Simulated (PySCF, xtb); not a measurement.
C6H4N2OSe, SMILES c1c[se]c(-c2nnco2)c1.

xtb with GFN2-xTB at its own geometry gives an orbital gap of 2.85 eV and a dipole moment of 3.58 D.

The structure is a stationary point at B3LYP-D3(BJ)/def2-SVP. The structure was generated by enumeration, and PubChem lists no compound with its InChIKey, so it may never have been made. One conformer was computed; it need not be the lowest.

**Question.** What does PBE/def2-SVP (PySCF) give? (An estimate is asked for; the answer gives what the named calculation found.)

**Answer.** gap 3.28 eV (levels -5.81 and -2.53 eV), dipole 3.52 D.
